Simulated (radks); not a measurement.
Initial-state core-level shifts of the silicon ion Si2+ when its valence configuration changes from [Ne] 3s2. All-electron calculation, scalar-relativistic Kohn-Sham, PBE, spin-polarised, spherical densities, finite nucleus; open shells are filled with parallel spins first; Fermi nuclear charge, rms radius 3.1224 fm. Program: a radial shooting solver on a logarithmic mesh with Libxc functionals. Shifts are changes of the shell-averaged eigenvalues in eV (positive: less bound); the change of the density at the nucleus, which sets a Mossbauer isomer shift, is in e/bohr^3, on a base of 1917.

\begin{tabular}{lrrrr}
valence & 1s & 2s & 2p & density at nucleus \\ \hline
3s1 3p1 & -1.168 & -1.179 & -1.161 & -6.0054 \\
3s1.5 3p0.5 & -0.670 & -0.666 & -0.657 & -2.9706 \\
3p2 & -2.601 & -2.597 & -2.561 & -12.2453 \\
3s0.5 3p1.5 & -1.887 & -1.891 & -1.863 & -9.1191 \\
\end{tabular}
